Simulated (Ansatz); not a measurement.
The cluster K₅H₆⁻: single points at one geometry.

```yaml
crystal:
  periodic: [false, false, false]
  atoms:
    - {symbol: K, position_ang: [1.573281, -2.545714, -0.720462]}
    - {symbol: K, position_ang: [-2.949476, -0.596434, -0.588133]}
    - {symbol: K, position_ang: [2.975682, 0.714666, -0.195925]}
    - {symbol: K, position_ang: [-1.548390, 2.660030, -0.037749]}
    - {symbol: K, position_ang: [-0.062138, -0.288562, 1.912903]}
    - {symbol: H, position_ang: [2.348374, -1.267514, 1.519179]}
    - {symbol: H, position_ang: [-2.451463, 0.785684, 1.671204]}
    - {symbol: H, position_ang: [-3.041408, 1.636852, -1.874041]}
    - {symbol: H, position_ang: [3.168063, -1.039960, -2.075327]}
    - {symbol: H, position_ang: [0.904780, 2.078192, 0.541888]}
    - {symbol: H, position_ang: [-0.917285, -2.137241, -0.153525]}
basis:
  gaussian: {orbitals: def2-TZVPD, initial_orbitals: start.molden}
total_charge: -1
hamiltonian: {xc: {name: wB97X-V}}
scf: {omitted_lower_state_checks: [starts]}
output: {orbitals: {seedname: orbitals}}
```

The file start.molden holds the orbitals of an earlier run on this structure, at another level or in another basis.

```sh
$ ansatz run in.yaml --threads 4 --pin off --events-out ev --progress --plain --max-ram 4787MiB
```

Output, abridged:

```
Functional definition: wB97X-V
2056 factors; their error is unknown
801 factors; integrals over basis functions are off by at most 3.4e-5 eV
mean field evaluation 1: about -81709.7601 eV, gradient 3.4e0 eV
mean field evaluation 2: about -81709.8205 eV, gradient 8.0e-2 eV
mean field evaluation 4: about -81710.0732 eV, gradient 2.8e-4 eV
mean field -81710.07323054 eV, -3002.7898061456 hartree, gradient 7.8e-6 eV, S^2 0.000000; 0 other end points of the search recorded, 0 dependent functions left out
reference -81710.07322610 eV, -3002.7898059824 hartree; 51, 51 occupied and 183, 183 virtual orbitals, 2056 factors
Total energy: -81710.07322610 eV, -3002.7898059824 hartree
Checks for a lower state left out: starts
```

It took 28 s on 4 threads of Arm Neoverse V1 on a shared host, peak host memory 1.4 GiB.

The first input with `hamiltonian: {xc: pbe0, dispersion: d4}` (abridged; 13 s):

```
Functional definition: PBE0
mean field -81697.16647425 eV, -3002.3154916003 hartree, gradient 4.0e-6 eV, S^2 0.000000
Total energy: -81697.68095872 eV, -3002.3343985558 hartree
Checks for a lower state left out: starts
```

Geometry: PBE-D4/def2-SVPD.

The structure comes from a short search, and lower isomers may exist.
